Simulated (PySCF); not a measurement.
A PySCF script (with the pyscf-properties extension) for the NMR shieldings of SMILES N[SiH2][C@H]1CCC=C1F, C$_{5}$H$_{10}$FNSi, on a GFN2-xTB geometry:

```python
import basis_set_exchange as bse
import numpy as np
from pyscf import gto, dft
from pyscf.prop import nmr

atoms = """
N     2.856114    0.352214   -0.136311
Si    1.518916   -0.606289    0.351529
C     0.165946   -0.257794   -0.957943
C    -1.123486   -1.066171   -0.743488
C    -2.096795   -0.113786   -0.022528
C    -1.548119    1.249416   -0.324584
C    -0.336550    1.136104   -0.839891
F     0.463201    2.165700   -1.193431
H     2.694172    1.283340   -0.487036
H     3.711136    0.324251    0.393501
H     1.941732   -2.003920    0.261515
H     0.949806   -0.333949    1.681233
H     0.591045   -0.432935   -1.948319
H    -1.544201   -1.353184   -1.709389
H    -0.952102   -1.976951   -0.171918
H    -2.094705   -0.286549    1.057984
H    -3.123915   -0.231500   -0.372006
H    -2.080954    2.158322   -0.115335
"""
names = dict.fromkeys(["N", "Si", "C", "F", "H"], "pcSseg-1")
basis = {el: gto.basis.parse(bse.get_basis(n, elements=[el], fmt="nwchem")) for el, n in names.items()}
mol = gto.M(atom=atoms, basis=basis, charge=0, verbose=0)
mf = dft.RKS(mol, xc="PBE0")
mf.grids.level = 2
mf.grids.alignment = dft.numint.BLKSIZE   # the property module wants whole blocks of grid points
mf.conv_tol = 1e-9
mf.kernel()

calc = nmr.RKS(mf)   # GIAO
C = mf.mo_coeff
Co = C[:, mf.mo_occ > 0]
resp = mf.gen_response(singlet=True, hermi=2)
def vind(x):   # induced exchange potential for any number of trial vectors
    d = np.einsum("pi,xij,qj->xpq", C, 2 * x.reshape(-1, C.shape[1], Co.shape[1]), Co, optimize=True)
    return np.einsum("xpq,pi,qj->xij", resp(d - d.transpose(0, 2, 1)), C, Co, optimize=True).ravel()
mo1, _ = nmr.rhf.solve_mo1(calc, with_cphf=vind)
sigma = calc.kernel(mo1)
for i, s in enumerate(sigma):   # ppm
    print("%2d %-2s %9.2f" % (i, mol.atom_pure_symbol(i), np.trace(s) / 3))
```

Task: What are the results?

Result: 
```
 0 N     262.51
 1 Si    381.25
 2 C     154.56
 3 C     161.13
 4 C     155.94
 5 C      81.08
 6 C      10.09
 7 F     298.15
 8 H      31.15
 9 H      31.80
10 H      26.95
11 H      26.77
12 H      29.47
13 H      29.33
14 H      29.96
15 H      29.22
16 H      29.34
17 H      26.69
```

These numbers come from an equivalent density-fitted implementation of the same equations, which agrees with the script to about 0.01 ppm for H and up to a few tenths of a ppm for heavy atoms, so last digits may differ.

Task: Turn these shieldings into chemical shifts. Shifts are taken against calculated references (same method and geometry level): ¹⁵N (σref 267.73) vs NH3; ²⁹Si (σref 349.16) and ¹³C (σref 186.93) and ¹H (σref 31.72) against TMS; ¹⁹F (σref 170.95) against CFCl3.

Result: Averaging equivalent atoms: N 0: 5.2; Si 1: -32.1; C 6: 176.8; C 5: 105.8; C 2: 32.4; C 4: 31.0; C 3: 25.8; F 7: -127.2; H 17: 5.03; H 11: 4.95; H 10: 4.76; H 15: 2.50; H 13: 2.39; H 16: 2.37; H 12: 2.24; H 14: 1.75; H 8/9: 0.24 ppm. Unscaled 19F shifts against computed CFCl3 carry errors that often reach 10 to 50 ppm. Experimental scales use liquid or dissolved standards, which lie at an offset from isolated NH3 (liquid NH3: subtract about 20 ppm).

Size and cost of the density-fitted run: 193 basis functions, 110 s wall time on 1 thread of an Intel Xeon, shared host; peak memory 0.86 GiB.
